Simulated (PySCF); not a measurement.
# How methods differ on the ionisation energy of Ge(18+)

Ge(18+) [Ne] 3s2 3p2 [3p1/2^2, M_J = 0] → Ge(19+) [Ne] 3s2 3p1 [3p1/2^1, M_J = 1/2], as a difference of total energies. Calculation: PySCF 2.14, in an uncontracted even-tempered set (19 s from 1.9 bohr⁻², ratio 2.4; 13 p from 2.4 bohr⁻², ratio 2.4; 5 d from 9.8 bohr⁻², ratio 2.6; 4 f from 15 bohr⁻², ratio 2.6); the two-component X2C-1e Hamiltonian. Correlated levels: 1s2 frozen; the 50 highest virtual spinors dropped. "Screened" scales the spin-orbit matrix elements by Boettger's factors to mimic the two-electron term; Breit and QED terms are absent.

```csv
method,ionisation energy (eV)
GHF (spin-free),701.34
GMP2 (spin-free),702.05
GHF (screened spin-orbit),701.44
GMP2 (screened spin-orbit),702.52
```

How much does correlation contribute at GMP2 (screened spin-orbit)?

702.52 − (701.44) = 1.08 eV, measured against GHF (screened spin-orbit).

Breit and QED terms and the two-electron picture change are absent.

The spin-free rows relax to the high-spin LS determinant and lack the spin-orbit shift.

The labels give the starting determinants; with spin-orbit coupling the two ends relaxed to ⟨J²⟩ = 0.56, ⟨L²⟩ = 1.67, ⟨S²⟩ = 1.66 and ⟨J²⟩ = 0.75, ⟨L²⟩ = 2.01, ⟨S²⟩ = 0.75.

The determinant of Ge(18+) mixes levels of different J (the jj label is only the starting occupation), so the difference between spin-free and spin-orbit rows is not the physical spin-orbit shift.

For comparison: 706.7 ± 1 eV (semi-empirical (NIST evaluation); NIST Atomic Spectra Database, ionization energies).
